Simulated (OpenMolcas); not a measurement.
**Mn2+: effect of the basis set**

* Program: OpenMolcas
* Method: RASSCF
* Active space: 11 electrons in 8 orbitals (RAS1 3p, at most 2 holes; RAS2 3d)
* State averaging: 2S+1 = 6 even, 1 root; 2S+1 = 4 even, 24 roots; 2S+1 = 2 even, 58 roots
* Spin-orbit coupling: state interaction with AMFI integrals over the reference wave functions, term energies averaged over their components

A. ANO-RCC-VTZP [6s5p3d2f1g], DKH2, point nucleus; cost of the order of 50 core-seconds
B. ANO-R2 [7s4p4d2f1g], X2C, finite nucleus; cost of the order of 70 core-seconds
C. ANO-RCC-VQZP [7s6p4d3f2g1h], DKH2, point nucleus; cost roughly 50 core-seconds

Energies in cm-1 above 3d5 6S 5/2, the measured ground level; measured values from Corliss and Sugar, J. Phys. Chem. Ref. Data 6, 1253 (1977).

| Level | A | B | C | Measured |
| --- | --- | --- | --- | --- |
| 3d5 6S 5/2 | 0.0 | 0.0 | 0.0 | 0.0 |
| 3d5 4G 5/2 | 32909 | 33004 | 32934 |  |
| 3d5 4G 7/2 | 32927 | 33022 | 32952 | 26860 |
| 3d5 4G 11/2 | 32932 | 33027 | 32957 | 26824 |
| 3d5 4G 9/2 | 32937 | 33033 | 32963 |  |
| 3d5 4P 5/2 | 33530 | 33627 | 33555 | 29168 |
| 3d5 4P 3/2 | 33557 | 33654 | 33582 | 29241 |
| 3d5 4P 1/2 | 33581 | 33678 | 33606 | 29207 |
| 3d5 4D 7/2 | 38881 | 38983 | 38904 | 32307 |
| 3d5 4D 1/2 | 38908 | 39010 | 38931 | 32369 |
| 3d5 4D 3/2 | 38923 | 39025 | 38946 |  |
| 3d5 4D 5/2 | 38925 | 39027 | 38948 | 32384 |
| 3d5 2D 5/2(1) | 47919 | 48041 | 47932 | 41238 |
| 3d5 2I 11/2 | 48194 | 48317 | 48207 | 39174 |
| 3d5 2I 13/2 | 48241 | 48364 | 48255 | 39176 |
| 3d5 2D 3/2(1) | 48265 | 48386 | 48281 | 41570 |
| 3d5 2F 7/2(1) | 49550 | 49672 | 49563 | 42606 |
| 3d5 2F 5/2(1) | 49970 | 50091 | 49986 | 43105 |
| 3d5 4F 9/2 | 51628 | 51751 | 51645 | 43573 |
| 3d5 4F 7/2 | 51638 | 51761 | 51655 | 43602 |
| 3d5 4F 5/2 | 51667 | 51790 | 51684 | 43669 |
| 3d5 4F 3/2 | 51693 | 51816 | 51710 | 43675 |
| 3d5 2H 9/2 | 55145 | 55273 | 55150 | 46516 |
| 3d5 2H 11/2 | 55276 | 55404 | 55282 | 46671 |

Deviations, from unrounded energies. A percentage is the sum of absolute deviations over the sum of measured energies, with the sign that they share, or ± where signs differ.

| Against measurement | Levels | A | B | C |
| --- | --- | --- | --- | --- |
| mean absolute deviation (cm-1) | 20 | 7000 | 7100 | 7000 |
| other terms of the ground configuration (%) | 20 | +18.5 | +18.8 | +18.6 |

A, B, C lie about equally close to measurement. The largest miss of A in the table is 3d5 2I 13/2, by +9100 cm-1. The ranking rests on the paired levels alone, and a cruder setting can come out closer through cancelling errors.

Among A to C the level of the table that moves most is 3d5 2H 9/2, by 130 cm-1 (lowest in A, highest in B).

Without dynamic correlation excited terms often stand tens of per cent too high (terms of higher spin than the ground term too low), and those without a measured partner can miss by more than the paired ones. Active for correlation alone: 3p; no level in the range computed is led by a configuration that opens it, so any true level of that kind is missing. Measured partners are found by configuration, term and J. A level has none where our copy of the source lacks it or the pairing is in doubt (some pairs that miss far off the trend of their configuration count as doubtful), and it then counts in no deviation. Levels of configurations outside the active space are missing. Levels that lie high or do not pair safely by name in every column are left out.

A number in round brackets counts repeated terms of one configuration in the order of the reference energies.
